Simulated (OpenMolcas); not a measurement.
## Cu2+ in KZnF3: curves along the breathing mode

Cu2+ with its 6 nearest fluoride ions, on the Zn site of KZnF3 (a = 4.054 Å, distance in the model lattice 2.027 Å). The rest of the host is ab initio model potentials to 7.6 Å, with orthogonalisation functions on the cations behind the ligands, and point charges beyond; the distance is set by hand and nothing relaxes. Ligand basis ANO-RCC-VDZP.

* Program: OpenMolcas
* Method: SS-CASPT2, IPEA 0.25 Eh, imaginary shift 0.1 Eh (closed shells correlated: 3s 3p and the ligand valence shells)
* Basis: ANO-RCC-VDZP [5s4p2d1f]
* Scalar Hamiltonian: DKH2, point nucleus
* Active space: 9 electrons in 5 orbitals (3d)
* State averaging: 2S+1 = 2 even, 5 roots
* Spin-orbit coupling: state interaction with AMFI integrals over the reference wave functions

Spin-free energies (labels of O, the rotations of Oh) in cm-1 above the lowest fitted minimum, as all ligands move together:

```json
{"R (Å)": "1.901", "2E": "2580", "2T2": "13070"}
{"R (Å)": "1.946", "2E": "310", "2T2": "9600"}
{"R (Å)": "1.991", "2E": "170", "2T2": "8460"}
{"R (Å)": "2.035", "2E": "1900", "2T2": "9250"}
{"R (Å)": "2.08", "2E": "5470", "2T2": "12040"}
{"R (Å)": "2.125", "2E": "10810", "2T2": "16740"}
{"R (Å)": "2.17", "2E": "17950", "2T2": "23290"}
```

Cubic fits give the following; the wavenumber is harmonic, with the mass of all moving ligands, small differences in it between states hang on the degree of the fit, a number in brackets counts states of one label, and the table is a selection of at most 14 states with clean curves.

| State | R0 (Å) | Breathing mode (cm-1) | Minimum (cm-1) |
| --- | --- | --- | --- |
| 2E | 1.973 | 538 | 0 |
| 2T2 | 1.995 | 551 | 8420 |

The minimum of 2T2 is shifted by +0.0221 Å against 2E (from the unrounded fits). With M = 114.0 u for the moving shell, the Huang-Rhys factor in this mode is S = M ω ΔR² / 2ħ = 0.01483 × 114.0 × 538 × 0.0221² = 0.44. Only the first shell moves, against a rigid host.

Roots that are degenerate in the reference are averaged as groups; the widest CASPT2 spread within a group is 76 cm-1 (the 3-fold group of multiplicity 2 near 9280 cm-1 above the lowest state of its run, R = 1.946). Shifts and gaps below about the spread of the groups concerned are not significant. Over all roots computed the reference weight is 0.74 in R = 1.901, 0.74 in R = 1.946, 0.74 in R = 1.991, 0.74 in R = 2.035, 0.74 in R = 2.08, 0.74 in R = 2.125, 0.74 in R = 2.17; a low but even weight reflects the number of correlated electrons. An orbital doublet at a regular site is open to a Jahn-Teller distortion, which this geometry leaves out. A single d shell leaves out the double-shell effect, which counts most for late 3d ions, where the CASPT2 field can be off either way by tens of per cent. Ligand-to-metal charge-transfer states are missing. With one d shell and no ligand orbital active, 10Dq can be off by tens of per cent for divalent 3d ions, low with halides held by bare charges and at times high in hosts, and the orbital part of g and χT goes as 1/10Dq. Free-ion shares, where given, are those of the reference states; single-state CASPT2 does not remix them. No measured value stands beside these numbers.
